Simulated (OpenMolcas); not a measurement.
Ru2+: the spin-orbit constant, worked from levels

- Program: OpenMolcas
- Basis: ANO-RCC-VQZP [8s7p5d3f2g1h]
- Scalar Hamiltonian: DKH2, point nucleus
- Active space: 6 electrons in 5 orbitals (4d)
- State averaging: 2S+1 = 5 even, 5 roots; 2S+1 = 3 even, 45 roots; 2S+1 = 1 even, 50 roots
- Spin-orbit coupling: state interaction with AMFI integrals over the reference wave functions, term energies averaged over their components

Methods: CASSCF; MS-CASPT2, IPEA 0.25 Eh, imaginary shift 0.1 Eh (closed shells correlated: 4s 4p). Measured levels: Moore, Atomic Energy Levels, vol. III, NSRDS-NBS 35 (1971 reprint of NBS Circular 467, 1958).

**The spin-orbit constant.** For the Hund term ⁵D of d6, E(J) = (A/2) J(J+1) + constant and ζ = -2S·A = -4A. From J = 0 to J = 4 the energy changes by 10 A.

```
   Source  E(4) - E(0)       A     ζ
   CASSCF      -2554.1  -255.4  1022
MS-CASPT2      -2531.0  -253.1  1012
 measured      -2476.0  -247.6   990
```

All in cm-1. MS-CASPT2 is off by +2.2 % and CASSCF by +3.2 %. Both methods take the spin-orbit matrix elements from the reference wave functions, so the second can move ζ only through the term energies and any multistate remixing. Second-order mixing with other terms is absorbed into this ζ.

CASPT2 breaks the degeneracy within a term, and the mean is taken; among the terms shown or strongly mixed into the levels shown the widest spread is 26 cm-1 (4d⁶ ⁵D, MS-CASPT2). Levels of configurations with an s electron are missing; early in the row they begin among the upper levels of the d shell and mix with terms of their name. Without dynamic correlation excited terms often stand tens of per cent too high (terms of higher spin than the ground term too low), and those without a measured partner can miss by more than the paired ones (holds for CASSCF). Computed and measured levels are paired by configuration, term and J; levels that our copy of the source lacks, or whose pairing is in doubt (as where it misses far off the trend of its configuration), stay unpaired and out of the deviations. Levels of configurations outside the active space are missing.
